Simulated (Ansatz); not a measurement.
Input for Ansatz (an electronic-structure program):
Ansatz 0.2 input:
```yaml
crystal:
  periodic: [false, false, false]
  atoms:
    - {symbol: N, position_ang: [-0.00000000, -0.00000000, -0.12795743]}
    - {symbol: H, position_ang: [0.00000000, 0.00000000, 0.89570199]}
basis:
  gaussian:
    orbitals: cc-pVDZ
magnetization: {spin_polarized: true, initial_magnetization: 2}
correlation: {method: ccsd_t}
```

**Question.** What SCF-reference <S^2> does CCSD(T)/cc-pVDZ (Ansatz) give?

**Answer.** 2.013

**Question.** Predict the T1 diagnostic from CCSD(T)/cc-pVDZ.

**Answer.** 0.008

**Question.** What is the computed coupled-cluster correlation energy (without the perturbative part) (CCSD(T)/cc-pVDZ)?

**Answer.** -0.1229 Eh

**Question.** Estimate the MP2 correlation energy that CCSD(T)/cc-pVDZ returns for this input.

**Answer.** -0.1035 Eh

**Question.** Estimate the number of basis functions that CCSD(T)/cc-pVDZ returns for this input.

**Answer.** 19
